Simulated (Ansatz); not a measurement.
C₂H₉NOSi (`NCCO[SiH3]`), relaxed with RKS PBE-D4/def2-SVP in the Gaussian-basis code of Ansatz from a rough embedded geometry. The force threshold is 0.03 eV/Å; the program also tests the step.

Charge 0, multiplicity 1.

Start:

```xyz
14

N     0.120    1.446   -1.707
C    -0.292    0.084   -1.598
C    -0.582   -0.316   -0.148
O     0.521   -0.301    0.642
Si    0.494   -0.614    2.249
H     0.925    1.589   -0.975
H     0.559    1.634   -2.580
H     0.461   -0.577   -1.963
H    -1.204    0.010   -2.225
H    -1.379    0.387    0.260
H    -1.024   -1.315   -0.158
H    -0.437    0.403    2.891
H     1.891   -0.500    2.873
H    -0.052   -1.929    2.437
```

| step | energy (eV) | largest force (eV/Å) | largest move (Å) |
| --- | --- | --- | --- |
| 1 | -13617.4406 | 3.605 | 0.000 |
| 2 | -13617.8464 | 1.057 | 0.083 |
| 3 | -13617.9125 | 0.246 | 0.063 |
| 4 | -13617.9164 | 0.051 | 0.018 |
| 5 | -13617.9168 | 0.020 | 0.011 |

End:

```xyz
14

N     0.180    1.475   -1.608
C    -0.276    0.090   -1.611
C    -0.655   -0.329   -0.199
O     0.517   -0.285    0.615
Si    0.481   -0.577    2.272
H     0.985    1.537   -0.969
H     0.539    1.730   -2.535
H     0.467   -0.658   -1.995
H    -1.182   -0.005   -2.250
H    -1.429    0.372    0.193
H    -1.088   -1.358   -0.209
H    -0.408    0.411    2.986
H     1.897   -0.436    2.743
H    -0.029   -1.967    2.566
```

It took 8 s on 4 threads of an Intel Xeon Platinum 8259CL on a shared host, with 0.18 GiB of host memory at the peak.
